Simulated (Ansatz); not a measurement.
Computed with frozen-core CCSD(T)/cc-pVTZ // PBE-D3(BJ)/def2-TZVP in Ansatz (an electronic-structure program).

Ansatz 0.2 input:
```yaml
crystal:
  periodic: [false, false, false]
  atoms:
    - { symbol: O, position_ang: [-1.834481, 0.941372, -0.348922] }
    - { symbol: Si, position_ang: [-0.939246, -0.421982, 0.025807] }
    - { symbol: Si, position_ang: [1.380097, -0.026323, -0.071525] }
    - { symbol: H, position_ang: [-1.671238, 1.720801, 0.203759] }
    - { symbol: H, position_ang: [-1.349219, -1.441075, -0.9854] }
    - { symbol: H, position_ang: [-1.277924, -0.943911, 1.393585] }
    - { symbol: H, position_ang: [1.808285, 0.380149, -1.446903] }
    - { symbol: H, position_ang: [1.751988, 1.074301, 0.876612] }
    - { symbol: H, position_ang: [2.135151, -1.258321, 0.32413] }
basis:
  gaussian: { orbitals: cc-pVTZ }
correlation:
  method: ccsd_t
```

Output:

```
Functional definition: HF
1042 factors; integrals over basis functions are off by at most 1.0e-3 eV
mean field evaluation 1: about -17856.0187 eV, gradient 3.5e1 eV
mean field evaluation 2: about -17856.2041 eV, gradient 3.6e1 eV
mean field evaluation 4: about -17859.0986 eV, gradient 3.2e0 eV
mean field evaluation 8: about -17859.1530 eV, gradient 1.2e-1 eV
mean field evaluation 16: about -17857.9304 eV, gradient 2.4e1 eV
mean field -17859.15308079 eV, -656.3117703503 hartree, gradient 6.5e-6 eV, S^2 0.000000; 0 other end points of the search recorded, 0 dependent functions left out
11 core orbitals not correlated
reference -17859.15308079 eV, -656.3117703503 hartree; 10, 10 occupied and 161, 161 virtual orbitals, 1042 factors
second order -13.58887181 eV of doubles, -0.00000000 eV of singles
cycle   1  -14.30535724 eV  change   -7.2e-1 eV  update   8.9e-2
cycle   2  -14.74009331 eV  change   -4.3e-1 eV  update   2.8e-2
cycle   3  -14.81917392 eV  change   -7.9e-2 eV  update   1.4e-2
cycle   4  -14.81008328 eV  change    9.1e-3 eV  update   3.3e-3
cycle   5  -14.80969030 eV  change    3.9e-4 eV  update   1.4e-3
cycle   6  -14.80977007 eV  change   -8.0e-5 eV  update   3.8e-4
cycle   7  -14.80951511 eV  change    2.5e-4 eV  update   1.4e-4
cycle   8  -14.80949945 eV  change    1.6e-5 eV  update   4.4e-5
cycle   9  -14.80952157 eV  change   -2.2e-5 eV  update   1.7e-5
perturbative correction -0.49116874 eV, -0.0180501183 hartree
Total energy: -17874.45377111 eV, -656.8740603482 hartree
```

Cost: very roughly 60 core-seconds.
